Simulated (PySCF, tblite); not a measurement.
Isomers of C7H7FO2, one GFN2-xTB conformer each. Single-point energies are computed at PBE0/pcSseg-1 (PySCF, gas phase, no added dispersion term), electronic only.

```
                  SMILES  GFN2-xTB relative energy (kJ/mol)
C=C[C@@H]1OC(=O)C(C)=C1F                                0.0
    C#CC1=COCC[C@H](F)O1                              136.5
```

Conformers: `[CH2:1]=[CH:2][C@@H:3]1[O:4][C:5](=[O:6])[C:7]([CH3:8])=[C:9]1[F:10]` with C1–C2–C3–O4 -137°; `[CH:1]#[C:2][C:3]1=[CH:4][O:5][CH2:6][CH2:7][C@H:8]([F:9])[O:10]1` with C3–C4–O5–C6 3°, C4–O5–C6–C7 54°, O5–C6–C7–C8 -88°, C6–C7–C8–F9 154°.

Problem. What does PBE0/pcSseg-1 give for the same structures?

Solution. 
```json
{"SMILES": "C=C[C@@H]1OC(=O)C(C)=C1F", "PBE0/pcSseg-1 E (Eh)": "-520.59343", "PBE0/pcSseg-1 (kJ/mol)": "0.0", "GFN2-xTB (kJ/mol)": "0.0", "point group": "C1"}
{"SMILES": "C#CC1=COCC[C@H](F)O1", "PBE0/pcSseg-1 E (Eh)": "-520.50395", "PBE0/pcSseg-1 (kJ/mol)": "234.9", "GFN2-xTB (kJ/mol)": "136.5", "point group": "C1"}
```

Both levels put the same isomer lowest. As drawn, the lower has a C=O bond and a C(=O)–O unit, which the higher lacks; the higher has a C≡C bond, which the lower lacks.

Problem. Which frontier levels, dipoles and rotational constants go with these structures?

Solution. 
```
                  SMILES  HOMO (eV, PBE0/pcSseg-1)  LUMO (eV)  dipole (D)      A, B, C (MHz)
C=C[C@@H]1OC(=O)C(C)=C1F                     -7.99      -1.19        3.71  2112, 1108, 774.4
    C#CC1=COCC[C@H](F)O1                     -6.43      -0.44        2.37  1922, 1248, 837.8
```

Problem. What happens when harmonic zero-point energies from GFN2-xTB frequencies are added?

Solution. 
```csv
SMILES,ZPE (kJ/mol),electronic (kJ/mol),with ZPE (kJ/mol)
C=C[C@@H]1OC(=O)C(C)=C1F,323.6,0.0,0.0
C#CC1=COCC[C@H](F)O1,324.7,234.9,236.0
```

The zero-point energies span 1.1 kJ/mol. The order is unchanged.
